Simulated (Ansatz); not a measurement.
Mulliken charges of H3IO3Zr, SMILES `[OH][Zr]([OH])([OH])[I]` from r2SCAN/def2-TZVPP in Ansatz (PBE0-D4/def2-TZVP geometry).

```csv
atom,x (Å),y (Å),z (Å),charge (e)
O1,-0.720,1.590,0.582,-0.526
Zr2,0.045,0.055,-0.254,1.295
O3,1.699,-0.391,0.588,-0.526
O4,-1.162,-1.419,-0.147,-0.526
I5,0.522,0.629,-2.915,-0.310
H6,-1.317,2.197,1.010,0.198
H7,2.480,-0.383,1.133,0.198
H8,-1.548,-2.277,0.003,0.198
```

By hand: the dipole of these point charges (1 e Å = 4.8032 D).

Σ q r = (-0.084, -0.100, 0.462) e Å, of length 0.480 e Å = 2.31 D.

How does the dipole of the full density compare? (An estimate is asked.)

Ansatz gave: (-0.148, -0.178, 0.826) e Å, 4.12 D; the point charges give 0.56 times that, at 0° from its direction.

Point charges leave out the atoms' own dipoles, such as those of lone pairs, and Mulliken's split depends on the basis, so the two needn't agree.
